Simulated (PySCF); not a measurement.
# Correlation energy of Ne (neon, neutral)

[Ne], closed-shell 1S. Computed with PySCF 2.14 in ANO-RCC-VTZP, with scalar relativity by spin-free X2C-1e. Frozen: nothing; 10 electrons correlated.

MP2 pair energies summed by pair of shells (mhartree):

```
 pair   energy  share (%)
2p-2p  -193.79       68.9
2s-2p   -67.71       24.1
2s-2s    -9.52        3.4
1s-2p    -6.95        2.5
1s-1s    -2.64        0.9
1s-2s    -0.79        0.3
```

Total MP2 correlation energy: -281.41 mhartree.

Same-spin part -74.70 and opposite-spin part -206.71 mhartree; SCS-MP2 scales them by 1/3 and 6/5 to -272.95 mhartree.
